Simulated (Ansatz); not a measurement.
Geometry optimisation, RKS r2SCAN/6-31G (Ansatz 0.2.0).

input.yaml

```yaml
crystal:
  periodic: [false, false, false]
  atoms:
    - { symbol: C, position_ang: [-0.2586, -0.9128, 0.9364] }
    - { symbol: C, position_ang: [-0.1427, -0.4418, -0.5285] }
    - { symbol: F, position_ang: [-1.3889, -0.5207, -1.1923] }
    - { symbol: F, position_ang: [0.842, -1.2627, -1.1582] }
    - { symbol: Al, position_ang: [0.53, 1.4368, -0.6687] }
    - { symbol: F, position_ang: [-0.4346, 2.8026, 0.0639] }
    - { symbol: H, position_ang: [0.6928, -0.8142, 1.4622] }
    - { symbol: H, position_ang: [-0.639, -1.8968, 0.9582] }
    - { symbol: H, position_ang: [-1.0379, -0.1952, 1.4812] }
    - { symbol: H, position_ang: [1.9197, 1.7536, -1.3513] }
basis:
  gaussian: { orbitals: "6-31G" }
hamiltonian:
  xc: r2scan
relax:
  f_tol: 0.02
  max_steps: 40
scf:
  lower_state_search: "off"
```

Launched with:

```bash
$ ansatz run input.yaml --threads 1 --pin off --max-ram 2048MiB --backend cpu --events-out ev --progress --plain --runs-dir out
```

Question: Where does it end, and by what steps?

Answer: The forces met the threshold. Limits of this set-up: no polarisation functions. After 24 steps the energy has fallen by 0.798 eV; H10 moved furthest, 0.97 Å. Parted: C2–F3. Joined: F3–Al5.

| step | energy less start (eV) | largest force component (eV/Å) | accepted |
| --- | --- | --- | --- |
| 0 | 0.0000 | 2.983 | yes |
| 1 | -0.3741 | 1.556 | yes |
| 2 | -0.4622 | 0.351 | yes |
| 3 | -0.4715 | 0.187 | yes |
| 4 | -0.4790 | 0.185 | yes |
| 5 | -0.4873 | 0.203 | yes |
| 6 | -0.4942 | 0.217 | yes |
| 7 | -0.5009 | 0.113 | yes |
| 8 | -0.5044 | 0.281 | yes |
| 9 | -0.5091 | 0.224 | yes |
| 10 | -0.5106 | 0.093 | yes |
| 11 | -0.5110 | 0.106 | yes |
| 12 | -0.5117 | 0.056 | yes |
| 13 | -0.5120 | 0.057 | yes |
| 14 | -0.5198 | 0.326 | yes |
| 15 | -0.5618 | 0.454 | yes |
| 16 | -0.6445 | 0.537 | yes |
| 17 | -0.7152 | 0.409 | yes |
| 18 | -0.6574 | 1.644 | no |
| 19 | -0.7769 | 0.367 | yes |
| 20 | -0.7838 | 0.209 | yes |
| 21 | -0.7963 | 0.074 | yes |
| 22 | -0.7973 | 0.061 | yes |
| 23 | -0.7975 | 0.057 | yes |
| 24 | -0.7976 | 0.012 | yes |

```xyz
10
Properties=species:S:1:pos:R:3
C -0.351 -0.965 1.017
C 0.443 -0.416 -0.102
F -0.910 0.164 -1.297
F 1.067 -1.423 -0.807
Al 0.376 1.436 -0.901
F -0.266 2.541 0.239
H 0.353 -1.292 1.798
H -0.940 -1.834 0.703
H -0.997 -0.193 1.437
H 1.308 1.930 -2.083
```

Run time: 2.3 min on 1 thread of Intel(R) Xeon(R) Processor @ 2.70GHz, with other jobs on the host, peak memory 0.14 GiB.
